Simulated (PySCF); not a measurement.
## NMR parameters of Si(vinyl)2(nBu)2

Si(vinyl)2(nBu)2, C12H24Si, point group C1.

Geometry:
```json
{"atom": "Si1", "x (Å)": "0.822", "y (Å)": "-0.098", "z (Å)": "0.055"}
{"atom": "C2", "x (Å)": "0.911", "y (Å)": "-0.050", "z (Å)": "1.931"}
{"atom": "C3", "x (Å)": "2.024", "y (Å)": "-0.283", "z (Å)": "2.638"}
{"atom": "H4", "x (Å)": "-0.007", "y (Å)": "0.181", "z (Å)": "2.491"}
{"atom": "H5", "x (Å)": "2.975", "y (Å)": "-0.518", "z (Å)": "2.146"}
{"atom": "H6", "x (Å)": "2.042", "y (Å)": "-0.254", "z (Å)": "3.733"}
{"atom": "C7", "x (Å)": "2.573", "y (Å)": "-0.093", "z (Å)": "-0.622"}
{"atom": "C8", "x (Å)": "3.093", "y (Å)": "-1.050", "z (Å)": "-1.399"}
{"atom": "H9", "x (Å)": "3.220", "y (Å)": "0.760", "z (Å)": "-0.371"}
{"atom": "H10", "x (Å)": "2.517", "y (Å)": "-1.935", "z (Å)": "-1.694"}
{"atom": "H11", "x (Å)": "4.119", "y (Å)": "-1.001", "z (Å)": "-1.783"}
{"atom": "C12", "x (Å)": "-0.105", "y (Å)": "1.442", "z (Å)": "-0.530"}
{"atom": "C13", "x (Å)": "0.565", "y (Å)": "2.763", "z (Å)": "-0.153"}
{"atom": "C14", "x (Å)": "-0.190", "y (Å)": "4.014", "z (Å)": "-0.599"}
{"atom": "C15", "x (Å)": "-1.557", "y (Å)": "4.189", "z (Å)": "0.045"}
{"atom": "H16", "x (Å)": "-0.228", "y (Å)": "1.376", "z (Å)": "-1.627"}
{"atom": "H17", "x (Å)": "-1.124", "y (Å)": "1.390", "z (Å)": "-0.108"}
{"atom": "H18", "x (Å)": "0.712", "y (Å)": "2.801", "z (Å)": "0.942"}
{"atom": "H19", "x (Å)": "1.578", "y (Å)": "2.792", "z (Å)": "-0.588"}
{"atom": "H20", "x (Å)": "0.431", "y (Å)": "4.898", "z (Å)": "-0.373"}
{"atom": "H21", "x (Å)": "-0.298", "y (Å)": "3.996", "z (Å)": "-1.698"}
{"atom": "H22", "x (Å)": "-2.037", "y (Å)": "5.125", "z (Å)": "-0.280"}
{"atom": "H23", "x (Å)": "-2.241", "y (Å)": "3.366", "z (Å)": "-0.212"}
{"atom": "H24", "x (Å)": "-1.477", "y (Å)": "4.220", "z (Å)": "1.144"}
{"atom": "C25", "x (Å)": "-0.080", "y (Å)": "-1.657", "z (Å)": "-0.509"}
{"atom": "C26", "x (Å)": "-1.495", "y (Å)": "-1.805", "z (Å)": "0.048"}
{"atom": "C27", "x (Å)": "-2.242", "y (Å)": "-3.048", "z (Å)": "-0.433"}
{"atom": "C28", "x (Å)": "-1.607", "y (Å)": "-4.365", "z (Å)": "-0.012"}
{"atom": "H29", "x (Å)": "-0.106", "y (Å)": "-1.666", "z (Å)": "-1.614"}
{"atom": "H30", "x (Å)": "0.543", "y (Å)": "-2.519", "z (Å)": "-0.210"}
{"atom": "H31", "x (Å)": "-1.456", "y (Å)": "-1.817", "z (Å)": "1.153"}
{"atom": "H32", "x (Å)": "-2.091", "y (Å)": "-0.915", "z (Å)": "-0.219"}
{"atom": "H33", "x (Å)": "-3.277", "y (Å)": "-3.007", "z (Å)": "-0.053"}
{"atom": "H34", "x (Å)": "-2.324", "y (Å)": "-3.013", "z (Å)": "-1.535"}
{"atom": "H35", "x (Å)": "-2.205", "y (Å)": "-5.225", "z (Å)": "-0.349"}
{"atom": "H36", "x (Å)": "-0.596", "y (Å)": "-4.486", "z (Å)": "-0.432"}
{"atom": "H37", "x (Å)": "-1.517", "y (Å)": "-4.430", "z (Å)": "1.085"}
```

GIAO calculations in PySCF on the PBE0-D3(BJ)/def2-SVP structure: isolated species, non-relativistic, equivalent atoms averaged; basis pcSseg-1.

**Question.** Give the isotropic shieldings (ppm) with PBE0, wB97X-D.

**Answer.** 
```tsv
atoms	environment	PBE0	wB97X-D
Si1	silicon bonded to 4 C	362.1	361.4
C2/C7	carbon bonded to C, Si, H	39.1	39.3
C3/C8	carbon bonded to C, 2 H	40.0	39.4
C14/C27	carbon bonded to 2 C, 2 H	156.7	157.5
C13/C26	carbon bonded to 2 C, 2 H	157.8	158.6
C15/C28	carbon bonded to C, 3 H	171.0	171.0
C12/C25	carbon bonded to C, Si, 2 H	172.6	173.3
H4/H9	hydrogen on a carbon bonded to C, Si	24.76	24.94
H5/H6/H10/H11	hydrogen on a carbon bonded to C	25.05	25.18
H20/H21/H33/H34	hydrogen on a carbon bonded to 2 C	29.93	30.09
H18/H19/H31/H32	hydrogen on a carbon bonded to 2 C	29.98	30.14
H22/H23/H24/H35/H36/H37	hydrogen on a carbon bonded to C	30.33	30.43
H16/H17/H29/H30	hydrogen on a carbon bonded to C, Si	30.76	30.93
HOMO–LUMO gap (eV)	–	7.15	10.79
```

**Question.** And the chemical shifts, against references computed in the same way?

**Answer.** 
```csv
atoms,"nucleus, reference",PBE0,wB97X-D
Si1,"29Si, TMS",-10.1,-8.5
C2/C7,"13C, TMS",145.3,145.2
C3/C8,"13C, TMS",144.4,145.2
C14/C27,"13C, TMS",27.7,27.0
C13/C26,"13C, TMS",26.6,25.9
C15/C28,"13C, TMS",13.4,13.6
C12/C25,"13C, TMS",11.8,11.2
H4/H9,"1H, TMS",6.51,6.44
H5/H6/H10/H11,"1H, TMS",6.22,6.20
H20/H21/H33/H34,"1H, TMS",1.33,1.29
H18/H19/H31/H32,"1H, TMS",1.28,1.24
H22/H23/H24/H35/H36/H37,"1H, TMS",0.94,0.95
H16/H17/H29/H30,"1H, TMS",0.51,0.45
```

**Question.** Which part of the shielding of Si1 depends on the functional?

**Answer.** Diamagnetic: PBE0 888, wB97X-D 888 ppm; paramagnetic: PBE0 -526, wB97X-D -527 ppm. The diamagnetic part, set mainly by inner electrons, hardly moves; the paramagnetic part goes with low-lying magnetically allowed excitations and carries the spread.
